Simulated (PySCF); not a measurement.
H2O4P, SMILES [O]P(=O)(O)O, multiplicity 2.

Geometry: PBE0-D3(BJ)/def2-SVP. The isomer is the one that the SMILES or the coordinates give; other isomers of the formula were not compared. The values are those of a single conformer.

Computed with PBE0-D3(BJ)/def2-SVP (PySCF).

Frequencies are harmonic and unscaled.

Computed harmonic wavenumbers and intensities:
```csv
mode,ν (cm⁻¹),IR (km/mol),moving atoms (share of kinetic energy)
1,81,138.8,"H 62 %, O 38 %"
2,268,12.7,"H 74 %, O 25 %"
3,328,5.2,"O 76 %, P 17 %"
4,337,18.1,"O 58 %, P 25 %, H 17 %"
5,358,53.5,"O 62 %, H 36 %"
6,415,44.3,"O 67 %, P 19 %, H 14 %"
7,428,45.0,"O 69 %, P 24 %"
8,857,51.5,O 91 %
9,877,125.2,"O 75 %, P 24 %"
10,932,152.0,"O 46 %, H 38 %, P 16 %"
11,973,232.1,"H 68 %, O 29 %"
12,1019,113.0,"H 56 %, P 24 %, O 20 %"
13,1202,221.7,"O 51 %, P 44 %"
14,3871,179.4,H 94 %
15,3882,167.5,H 94 %
```
